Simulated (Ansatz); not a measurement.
Nudged elastic band run: C2H3NaS

input.yaml

```yaml
crystal:
  periodic: [false, false, false]
  atoms:
    - { symbol: Na, position_ang: [-1.126397, -2.057788, 1.841301] }
    - { symbol: C, position_ang: [0.012323, -0.786691, 0.334215] }
    - { symbol: C, position_ang: [-0.342069, 0.480964, 0.07743] }
    - { symbol: S, position_ang: [0.392432, 1.662966, -1.053617] }
    - { symbol: H, position_ang: [0.886332, -1.136494, -0.24771] }
    - { symbol: H, position_ang: [-1.189943, 0.986834, 0.565913] }
    - { symbol: H, position_ang: [1.367331, 0.850209, -1.517532] }
magnetization:
  spin_polarized: true
basis:
  gaussian: { orbitals: def2-SVP }
hamiltonian:
  xc: pbe0
  dispersion: d4
neb:
  order_check: false
  images: 7
  f_tol: 0.05
  max_iterations: 60
  final_atoms:
    - { symbol: Na, position_ang: [-0.98759561, -1.46261465, 1.25024576] }
    - { symbol: C, position_ang: [0.79025203, -0.17799009, -0.25004429] }
    - { symbol: C, position_ang: [-0.27804985, 0.65380976, -0.10484586] }
    - { symbol: S, position_ang: [-1.96808234, 0.2910755, -0.28526191] }
    - { symbol: H, position_ang: [0.67913623, -1.18353872, -0.68267347] }
    - { symbol: H, position_ang: [-0.04701249, 1.6934558, 0.17699813] }
    - { symbol: H, position_ang: [1.81136104, 0.18580239, -0.10441836] }
  initial_path:
    images:
      - { positions_ang: [[-1.126397, -2.057788, 1.841301], [0.012323, -0.786691, 0.334215], [-0.342069, 0.480964, 0.07743], [0.392432, 1.662966, -1.053617], [0.886332, -1.136494, -0.24771], [-1.189943, 0.986834, 0.565913], [1.367331, 0.850209, -1.517532]] }
      - { positions_ang: [[-1.09895578, -2.02424991, 1.80230497], [0.0499945, -0.76856694, 0.29506092], [-0.30674522, 0.4909841, 0.04406368], [0.44234715, 1.66548825, -1.09837629], [0.92211496, -1.11351331, -0.28679853], [-1.14827574, 1.00267155, 0.52528333], [1.13952912, 0.74718627, -1.28153808]] }
      - { positions_ang: [[-1.07151455, -1.99071183, 1.76330894], [0.087666, -0.75044288, 0.25590683], [-0.27142143, 0.50100419, 0.01069737], [0.49226229, 1.66801049, -1.14313559], [0.95789792, -1.09053263, -0.32588705], [-1.10660847, 1.01850911, 0.48465366], [0.91172724, 0.64416355, -1.04554416]] }
      - { positions_ang: [[-1.04407333, -1.95717374, 1.72431291], [0.1253375, -0.73231882, 0.21675275], [-0.23609765, 0.51102429, -0.02266895], [0.54217744, 1.67053274, -1.18789488], [0.99368088, -1.06755194, -0.36497558], [-1.06494121, 1.03434666, 0.44402399], [0.68392536, 0.54114082, -0.80955025]] }
      - { positions_ang: [[-1.0166321, -1.92363566, 1.68531688], [0.163009, -0.71419476, 0.17759866], [-0.20077386, 0.52104438, -0.05603527], [0.59209258, 1.67305498, -1.23265418], [1.02946384, -1.04457125, -0.4040641], [-1.02327395, 1.05018421, 0.40339433], [0.45612349, 0.43811809, -0.57355633]] }
      - { positions_ang: [[-1.00937298, -1.8083804, 1.5765491], [0.31981976, -0.58014359, 0.07068792], [-0.22009286, 0.55423573, -0.06823791], [-0.04795115, 1.32756011, -0.99580611], [0.94188194, -1.07931312, -0.47371644], [-0.77920858, 1.21100211, 0.34679528], [0.79493287, 0.37503917, -0.45627184]] }
      - { positions_ang: [[-1.00211386, -1.69312515, 1.46778132], [0.47663052, -0.44609242, -0.03622281], [-0.23941185, 0.58742707, -0.08044056], [-0.68799488, 0.98206524, -0.75895804], [0.85430003, -1.11405499, -0.54336878], [-0.53514322, 1.37182001, 0.29019623], [1.13374226, 0.31196024, -0.33898734]] }
      - { positions_ang: [[-0.99485473, -1.5778699, 1.35901354], [0.63344127, -0.31204126, -0.14313355], [-0.25873085, 0.62061842, -0.09264321], [-1.32803861, 0.63657037, -0.52210998], [0.76671813, -1.14879685, -0.61302112], [-0.29107786, 1.5326379, 0.23359718], [1.47255165, 0.24888132, -0.22170285]] }
      - { positions_ang: [[-0.98759561, -1.46261465, 1.25024576], [0.79025203, -0.17799009, -0.25004429], [-0.27804985, 0.65380976, -0.10484586], [-1.96808234, 0.2910755, -0.28526191], [0.67913623, -1.18353872, -0.68267347], [-0.04701249, 1.6934558, 0.17699813], [1.81136104, 0.18580239, -0.10441836]] }
```

Command:

```bash
$ ansatz run input.yaml --threads 2 --pin off --max-ram 3072MiB --backend cpu --events-out ev --progress --plain --runs-dir out
```

Output, in part (warnings, iteration lines, the closing report on the highest movable image, with atoms numbered from 0):

```
NEB end point (image 0): max|allowed force component| = 1.369e-2 eV/Å (the criterion of neb.relax_end_points is 1.000e-2)
NEB end point (image 8): max|allowed force component| = 1.227e-2 eV/Å (the criterion of neb.relax_end_points is 1.000e-2)
NEB iter   1: max|band force component| = 1.966e2 eV/Å  barrier→ = 60.4766 eV  barrier← = 62.4648 eV  Δτ_max = 0.1949 Å  (560 SCF iters)
NEB iter   2: max|band force component| = 9.226e1 eV/Å  barrier→ = 27.5211 eV  barrier← = 29.5094 eV  Δτ_max = 0.2000 Å  (323 SCF iters)
NEB iter   3: max|band force component| = 4.794e1 eV/Å  barrier→ = 12.5996 eV  barrier← = 14.5879 eV  Δτ_max = 0.1927 Å  (265 SCF iters)
NEB iter   4: max|band force component| = 2.234e1 eV/Å  barrier→ = 4.7354 eV  barrier← = 6.7236 eV  Δτ_max = 0.1975 Å  (243 SCF iters)
NEB iter   5: max|band force component| = 9.978e0 eV/Å  barrier→ = 2.4288 eV  barrier← = 4.4171 eV  Δτ_max = 0.2000 Å  (231 SCF iters)
NEB iter   6: max|band force component| = 3.761e0 eV/Å  barrier→ = 2.5257 eV  barrier← = 4.5140 eV  Δτ_max = 0.2000 Å  (242 SCF iters)
NEB iter   7: max|band force component| = 2.193e0 eV/Å  barrier→ = 2.0737 eV  barrier← = 4.0620 eV  Δτ_max = 0.2000 Å  (235 SCF iters)
NEB iter   8: max|band force component| = 3.324e0 eV/Å  barrier→ = 2.2021 eV  barrier← = 4.1904 eV  Δτ_max = 0.1005 Å  (235 SCF iters)
NEB iter   9: max|band force component| = 2.366e0 eV/Å  barrier→ = 2.1005 eV  barrier← = 4.0888 eV  Δτ_max = 0.1003 Å  (235 SCF iters)
NEB iter  10: max|band force component| = 1.100e0 eV/Å  barrier→ = 2.0028 eV  barrier← = 3.9911 eV  Δτ_max = 0.2000 Å  (235 SCF iters)
NEB iter  11: max|band force component| = 1.828e0 eV/Å  barrier→ = 2.0863 eV  barrier← = 4.0745 eV  Δτ_max = 0.0995 Å  (237 SCF iters)
NEB iter  12: max|band force component| = 7.168e-1 eV/Å  barrier→ = 2.0042 eV  barrier← = 3.9925 eV  Δτ_max = 0.0920 Å  (248 SCF iters)
NEB iter  13: max|band force component| = 5.688e-1 eV/Å  barrier→ = 1.9378 eV  barrier← = 3.9261 eV  CI = image 3  Δτ_max = 0.1552 Å  (243 SCF iters)
NEB iter  14: max|band force component| = 2.812e-1 eV/Å  barrier→ = 2.0001 eV  barrier← = 3.9883 eV  CI = image 3  Δτ_max = 0.0192 Å  (230 SCF iters)
NEB iter  15: max|band force component| = 7.013e-2 eV/Å  barrier→ = 1.9967 eV  barrier← = 3.9850 eV  CI = image 3  Δτ_max = 0.0129 Å  (208 SCF iters)
NEB iter  16: max|band force component| = 1.036e-1 eV/Å  barrier→ = 1.9963 eV  barrier← = 3.9846 eV  CI = image 3  Δτ_max = 0.0064 Å  (199 SCF iters)
NEB iter  17: max|band force component| = 2.420e-2 eV/Å  barrier→ = 1.9962 eV  barrier← = 3.9845 eV  CI = image 3  Δτ_max = 0.0000 Å  (438 SCF iters)
Total energy: -17355.23799954 eV, -637.7932326803 hartree
Atom 0 at    -0.836799    -1.974729     1.839836 Å, force    -0.002379     0.002232     0.001332 eV/Å
Atom 1 at     0.006969    -0.771875     0.078380 Å, force     0.015202     0.004609    -0.012540 eV/Å
Atom 2 at    -0.263223     0.571417    -0.225758 Å, force    -0.012249    -0.024776     0.022338 eV/Å
Atom 3 at     0.430745     1.564038    -1.531020 Å, force     0.004481     0.009827    -0.007234 eV/Å
Atom 4 at     0.736276    -1.175506    -0.651771 Å, force    -0.005497     0.000308     0.002584 eV/Å
Atom 5 at    -0.959872     1.114597     0.436560 Å, force     0.004475     0.007771    -0.006543 eV/Å
Atom 6 at     0.885914     0.672057     0.053773 Å, force    -0.004034     0.000029     0.000062 eV/Å
Dipole moment:    -0.650207    -1.518087     1.809608 e Å
```

The run converged. Neighbouring images differ by up to 1.6 eV, so the band resolves the path poorly. A vibrational analysis at the climbing image gives one clearly imaginary mode, 1073i cm⁻¹: a first-order saddle point. The orbitals stay closed-shell, which can raise the energy where a bond breaks towards radicals; this wasn't checked here.

Final band (atoms are numbered from 1 in the order of the input):

```csv
image,path coordinate (Å),energy (eV),S4–H7 (Å),Na1–S4 (Å),C2–H7 (Å)
0,0.00,0.00,1.35,4.95,2.82
1,0.78,0.08,1.35,4.94,2.82
2,1.55,0.71,1.36,4.91,2.37
3,2.33,2.00,1.87,5.05,1.69
4,3.19,0.36,2.74,4.99,1.14
5,4.06,-0.63,3.48,4.76,1.10
6,4.92,-1.01,3.69,4.09,1.10
7,5.79,-1.51,3.75,3.18,1.09
8,6.65,-1.99,3.79,2.53,1.09
```

The run took 3.4 min on 2 threads of AMD EPYC 9R14 (Zen 4), on a shared host, peak memory 0.28 GiB.
